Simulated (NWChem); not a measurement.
Everything below was run with NWChem. System: thionyl fluoride (F2OS), charge 0, spin multiplicity 1, at a geometry optimised with PBE0/def2-SVP. Level: EOM-CCSD/6-31+G* (spherical d), 8 core orbitals frozen.

Job file:

```
start mol
memory heap 100 mb stack 700 mb global 1900 mb
geometry units angstroms nocenter noautoz
  O     -1.391746    -0.329653     0.000000
  S     -0.160358     0.411194     0.000000
  F      0.761094    -0.218993     1.168964
  F      0.761094    -0.218993    -1.168964
  symmetry group Cs
end
basis spherical
  * library 6-31+g*
end
scf
  rhf
  nopen 0
  maxiter 100
  thresh 1e-7
  semidirect memsize 60000000 filesize 0
end
tce
  freeze core 8
  ccsd
  nroots 2
  2eorb
  2emet 13
  thresh 1e-5
  maxiter 200
  tilesize 24
end
task tce energy
```

NWChem printed:

```
             Northwest Computational Chemistry Package (NWChem) 7.3.0
             --------------------------------------------------------

                                NWChem Input Module
                                -------------------

 Scaling coordinates for geometry "geometry" by  1.889725989
 (inverse scale =  0.529177249)

 Turning off AUTOSYM since
 SYMMETRY directive was detected!

                             Geometry "geometry" -> ""
                             -------------------------

 Output coordinates in angstroms (scale by  1.889725989 to convert to a.u.)

  No.       Tag          Charge          X              Y              Z
 ---- ---------------- ---------- -------------- -------------- --------------
    1 O                    8.0000    -1.39174600    -0.32965300     0.00000000
    2 S                   16.0000    -0.16035800     0.41119400     0.00000000
    3 F                    9.0000     0.76109400    -0.21899300     1.16896400
    4 F                    9.0000     0.76109400    -0.21899300    -1.16896400

 Effective nuclear repulsion energy (a.u.)     190.8287456686

            Nuclear Dipole moment (a.u.)
            ----------------------------
        X                 Y               Z
 ---------------- ---------------- ----------------
    -0.0000075589     0.0000113384     0.0000000000

      Symmetry information
      --------------------

 Group name             Cs
 Group number              2
 Group order               2
 No. of unique centers     3

      Symmetry unique atoms

     1    2    3


 Summary of "ao basis" -> "" (spherical)
 ------------------------------------------------------------------------------
       Tag                 Description            Shells   Functions and Types
 ---------------- ------------------------------  ------  ---------------------
 *                          6-31+g*                   on all atoms

 Summary of "ao basis" -> "ao basis" (spherical)
 ------------------------------------------------------------------------------
       Tag                 Description            Shells   Functions and Types
 ---------------- ------------------------------  ------  ---------------------
 O                          6-31+g*                  8       18   4s3p1d
 S                          6-31+g*                 10       22   5s4p1d
 F                          6-31+g*                  8       18   4s3p1d

                                 NWChem SCF Module
                                 -----------------

  ao basis        = "ao basis"
  functions       =    76
  atoms           =     4
  closed shells   =    21
  open shells     =     0
  charge          =   0.00
  wavefunction    = RHF
  use symmetry    = T
  symmetry adapt  = T

 Summary of "ao basis" -> "ao basis" (spherical)
 ------------------------------------------------------------------------------
       Tag                 Description            Shells   Functions and Types
 ---------------- ------------------------------  ------  ---------------------
 O                          6-31+g*                  8       18   4s3p1d
 S                          6-31+g*                 10       22   5s4p1d
 F                          6-31+g*                  8       18   4s3p1d

      Symmetry analysis of basis
      --------------------------

        a'         47
        a"         29

 Forming initial guess at       0.1s

      Superposition of Atomic Density Guess
      -------------------------------------

 Sum of atomic energies:        -670.96950382

      Non-variational initial energy
      ------------------------------

 Total energy =    -671.851741
 1-e energy   =   -1311.071603
 2-e energy   =     448.391116
 HOMO         =      -0.353314
 LUMO         =       0.008101

      Symmetry analysis of molecular orbitals - initial
      -------------------------------------------------

  Numbering of irreducible representations:

     1 a'          2 a"

  Orbital symmetries:

     1 a'          2 a'          3 a"          4 a'          5 a'
     6 a'          7 a"          8 a'          9 a'         10 a"
    11 a'         12 a'         13 a"         14 a'         15 a'
    16 a'         17 a"         18 a"         19 a'         20 a"
    21 a'         22 a"         23 a'         24 a'         25 a'
    26 a"         27 a'         28 a'         29 a'         30 a"
    31 a'

 Starting SCF solution at       0.7s

 ----------------------------------------------
         Quadratically convergent ROHF

 Convergence threshold     :          1.000E-07
 Maximum no. of iterations :          100
 Final Fock-matrix accuracy:          1.000E-09
 ----------------------------------------------

              iter       energy          gnorm     gmax       time
             ----- ------------------- --------- --------- --------
                 1     -671.0500839311  1.61D+00  3.21D-01      0.8
                 2     -671.1794355972  3.27D-01  6.78D-02      0.9
                 3     -671.1890518882  1.41D-02  4.81D-03      1.0
                 4     -671.1890846420  8.79D-05  1.83D-05      1.2
                 5     -671.1890846433  9.42D-09  1.90D-09      1.5

       Final RHF  results
       ------------------

         Total SCF energy =   -671.189084643330
      One-electron energy =  -1308.757232857620
      Two-electron energy =    446.739402545712
 Nuclear repulsion energy =    190.828745668579

        Time for solution =      0.8s

       Symmetry analysis of molecular orbitals - final
       -----------------------------------------------

  Numbering of irreducible representations:
[...]
   0.0199994840811   0.3324828361678    9.04732     1.1     1.1

 Iteration  12 using   24 trial vectors
   0.0048687088235   0.2899862170912    7.89093
   0.0157092434138   0.3322247120836    9.04030     1.1     1.1

 Iteration  13 using   26 trial vectors
   0.0027485519595   0.2899585350300    7.89018
   0.0109861743570   0.3319136588452    9.03183     1.1     1.1

 Iteration  14 using   28 trial vectors
   0.0017841321160   0.2899877076425    7.89097
   0.0085660437070   0.3317436436434    9.02721     1.1     1.1

 Iteration  15 using   30 trial vectors
   0.0012073638214   0.2899595556882    7.89020
   0.0080597294407   0.3316000217123    9.02330     1.1     1.1

 Iteration  16 using   32 trial vectors
   0.0008006117422   0.2899803385183    7.89077
   0.0067076692807   0.3315937430397    9.02313     1.1     1.1

 Iteration  17 using   34 trial vectors
   0.0004250265281   0.2899681873884    7.89044
   0.0044077528148   0.3315426067273    9.02174     1.2     1.2

 Iteration  18 using   36 trial vectors
   0.0002508491966   0.2899751106948    7.89063
   0.0029805134184   0.3315546724005    9.02207     1.1     1.1

 Iteration  19 using   38 trial vectors
   0.0001396953883   0.2899716239364    7.89053
   0.0019518129209   0.3315527217732    9.02201     1.4     1.4

 Iteration  20 using   40 trial vectors
   0.0000728700577   0.2899719540004    7.89054
   0.0011587239499   0.3315353647930    9.02154     1.5     1.5

 Iteration  21 using   42 trial vectors
   0.0000336352131   0.2899725410000    7.89056
   0.0006203426453   0.3315334484217    9.02149     1.7     1.7

 Iteration  22 using   44 trial vectors
   0.0000167502229   0.2899721962576    7.89055
   0.0002874509752   0.3315372281703    9.02159     1.9     1.9

 Iteration  23 using   46 trial vectors
   0.0000090631501   0.2899724245970    7.89055
   0.0001431657043   0.3315350648030    9.02153     1.9     1.9

 Iteration  24 using   47 trial vectors
   0.0000078835544   0.2899724453693    7.89056
   0.0000666900715   0.3315365059763    9.02157     1.2     1.2

 Iteration  25 using   48 trial vectors
   0.0000076344595   0.2899724282183    7.89055
   0.0000341187648   0.3315361470261    9.02156     1.2     1.2

 Iteration  26 using   49 trial vectors
   0.0000074734282   0.2899724293190    7.89055
   0.0000195645474   0.3315360596851    9.02156     1.2     1.2

 Iteration  27 using   50 trial vectors
   0.0000074897843   0.2899724259424    7.89055
   0.0000146215327   0.3315361121736    9.02156     1.2     1.2

 Iteration  28 using   51 trial vectors
   0.0000074688065   0.2899724262825    7.89055
   0.0000137977533   0.3315359935442    9.02156     1.3     1.3

 Iteration  29 using   52 trial vectors
   0.0000074643632   0.2899724314491    7.89055
   0.0000103636629   0.3315360824829    9.02156     1.2     1.2

 Iteration  30 using   53 trial vectors
   0.0000073739240   0.2899724343491    7.89055
   0.0000072997620   0.3315360266478    9.02156     1.2     1.2
 --------------------------------------------------------------
 Iterations converged
 ------------------

 Excited state root  1
 Excitation energy / hartree =        0.289972434349121
                   / eV      =        7.890554769155166
 largest EOMCCSD amplitudes: R1 and R2

 Singles contributions
    23a'  (alpha) ---    21a'  (alpha)       -0.2741969422
    24a'  (alpha) ---    21a'  (alpha)        0.3905858453
    25a'  (alpha) ---    21a'  (alpha)        0.1069351544
    27a'  (alpha) ---    21a'  (alpha)        0.4582642734
    22a"  (alpha) ---    20a"  (alpha)       -0.5044881731
    26a"  (alpha) ---    20a"  (alpha)        0.3243425969

 Doubles contributions
 ------------------

 Excited state root  2
 Excitation energy / hartree =        0.331536026647806
                   / eV      =        9.021558142533594
 largest EOMCCSD amplitudes: R1 and R2

 Singles contributions
    23a'  (alpha) ---    21a'  (alpha)        0.5003027068
    24a'  (alpha) ---    21a'  (alpha)       -0.3095803244
    25a'  (alpha) ---    19a'  (alpha)        0.1457734796
    25a'  (alpha) ---    21a'  (alpha)        0.1018486192
    27a'  (alpha) ---    19a'  (alpha)        0.1242563241
    27a'  (alpha) ---    21a'  (alpha)       -0.2452649282
    28a'  (alpha) ---    19a'  (alpha)        0.1520881926
    31a'  (alpha) ---    19a'  (alpha)       -0.1122589206
    22a"  (alpha) ---    20a"  (alpha)       -0.4719154578
    26a"  (alpha) ---    20a"  (alpha)        0.3023566020

 Doubles contributions

 =========================================
 Excited-state calculation ( a"  symmetry)
 =========================================
 Dim. of EOMCC iter. space      500

 EOMCCSD SOLVER TYPE  1
  maxdiff =   0.63273708960703501

 No. of initial right vectors    2

 EOM-CCSD right-hand side iterations
 --------------------------------------------------------------
      Residuum       Omega / hartree  Omega / eV    Cpu    Wall
 --------------------------------------------------------------

 Iteration   1 using    2 trial vectors
   0.7025620039660   0.4321199674616   11.75859
   0.6687109259937   0.5481351585874   14.91552     1.6     1.6

 Iteration   2 using    4 trial vectors
   0.1643526931745   0.2903673772308    7.90130
   0.1225767171410   0.3997379954667   10.87743     1.3     1.3

 Iteration   3 using    6 trial vectors
   0.1334743182160   0.2707946777821    7.36870
   0.0849349893268   0.3909864608452   10.63929     1.3     1.3

 Iteration   4 using    8 trial vectors
   0.0945296230926   0.2526545307044    6.87508
   0.0906075447744   0.3828786053798   10.41866     1.3     1.3

 Iteration   5 using   10 trial vectors
   0.0394526753247   0.2469670989579    6.72032
   0.1227171140029   0.3592724511814    9.77630     1.4     1.4

 Iteration   6 using   12 trial vectors
   0.0206367917647   0.2459886177942    6.69369
   0.0955510246742   0.3470073105464    9.44255     1.4     1.4

 Iteration   7 using   14 trial vectors
   0.0114710588698   0.2456360048484    6.68410
   0.0576259839242   0.3372044052308    9.17580     1.4     1.4

 Iteration   8 using   16 trial vectors
   0.0084746507752   0.2456226962363    6.68374
   0.0388018615529   0.3355877014935    9.13181     1.4     1.4

 Iteration   9 using   18 trial vectors
   0.0065503221785   0.2456910669216    6.68560
   0.0306062180740   0.3336832713595    9.07999     1.5     1.5

 Iteration  10 using   20 trial vectors
   0.0038406606409   0.2455347878428    6.68134
   0.0259580204583   0.3328750774088    9.05800     1.5     1.5

 Iteration  11 using   22 trial vectors
   0.0016644191082   0.2455656859606    6.68219
   0.0309696680266   0.3316433838296    9.02448     1.3     1.3

 Iteration  12 using   24 trial vectors
   0.0007846971992   0.2455556057689    6.68191
   0.0330908688992   0.3286491731529    8.94300     1.4     1.4

 Iteration  13 using   26 trial vectors
   0.0003340230459   0.2455489488631    6.68173
   0.0191541727610   0.3269892860985    8.89783     1.5     1.5

 Iteration  14 using   28 trial vectors
   0.0001639629683   0.2455540118035    6.68187
   0.0111800132387   0.3264838925602    8.88408     1.4     1.4

 Iteration  15 using   30 trial vectors
   0.0000907426746   0.2455540071332    6.68187
   0.0068418689810   0.3265376938965    8.88555     1.5     1.5

 Iteration  16 using   32 trial vectors
   0.0000506054816   0.2455537897699    6.68186
   0.0044151084528   0.3264834965857    8.88407     1.6     1.6

 Iteration  17 using   34 trial vectors
   0.0000227356243   0.2455539020778    6.68186
   0.0026325621261   0.3265074150264    8.88472     1.7     1.7

 Iteration  18 using   36 trial vectors
   0.0000095439973   0.2455537479756    6.68186
   0.0016222844474   0.3264871125342    8.88417     1.6     1.6

 Iteration  19 using   37 trial vectors
   0.0000059286620   0.2455537329501    6.68186
   0.0011760646866   0.3264776300157    8.88391     1.0     1.0

 Iteration  20 using   38 trial vectors
   0.0000051217931   0.2455537412462    6.68186
   0.0007981752004   0.3264795330791    8.88396     0.9     0.9

 Iteration  21 using   39 trial vectors
   0.0000050385393   0.2455537416611    6.68186
   0.0004609618710   0.3264703852686    8.88371     0.9     0.9

 Iteration  22 using   40 trial vectors
   0.0000050349215   0.2455537438518    6.68186
   0.0002862625635   0.3264732241202    8.88379     0.9     0.9

 Iteration  23 using   41 trial vectors
   0.0000050611178   0.2455537406685    6.68186
   0.0001879577710   0.3264712325686    8.88374     1.1     1.1

 Iteration  24 using   42 trial vectors
   0.0000050744903   0.2455537400832    6.68186
   0.0001154860674   0.3264725944328    8.88378     0.9     0.9

 Iteration  25 using   43 trial vectors
   0.0000050246365   0.2455537475516    6.68186
   0.0000609335801   0.3264723844762    8.88377     1.2     1.2

 Iteration  26 using   44 trial vectors
   0.0000049818392   0.2455537430526    6.68186
   0.0000303841328   0.3264727541690    8.88378     1.0     1.0

 Iteration  27 using   45 trial vectors
   0.0000049399689   0.2455537477916    6.68186
   0.0000154507413   0.3264729142855    8.88378     1.0     1.0

 Iteration  28 using   46 trial vectors
   0.0000049073324   0.2455537503527    6.68186
   0.0000081043262   0.3264728741493    8.88378     0.9     0.9
 --------------------------------------------------------------
 Iterations converged
 ------------------

 Excited state root  1
 Excitation energy / hartree =        0.245553750352670
                   / eV      =        6.681860364687018
 largest EOMCCSD amplitudes: R1 and R2

 Singles contributions
    22a"  (alpha) ---    19a'  (alpha)       -0.1447755911
    22a"  (alpha) ---    21a'  (alpha)       -0.7541828066
    26a"  (alpha) ---    21a'  (alpha)        0.4752074839

 Doubles contributions
 ------------------

 Excited state root  2
 Excitation energy / hartree =        0.326472874149253
                   / eV      =        8.883782694380775
 largest EOMCCSD amplitudes: R1 and R2

 Singles contributions
    24a'  (alpha) ---    20a"  (alpha)       -0.1601278556
    27a'  (alpha) ---    20a"  (alpha)       -0.1417535489
    22a"  (alpha) ---    19a'  (alpha)        0.7219442748
    22a"  (alpha) ---    21a'  (alpha)       -0.1365348496
    26a"  (alpha) ---    19a'  (alpha)       -0.4662001030

 Doubles contributions

 Task  times  cpu:       89.5s     wall:       89.5s

 Total times  cpu:       89.5s     wall:       89.5s
```
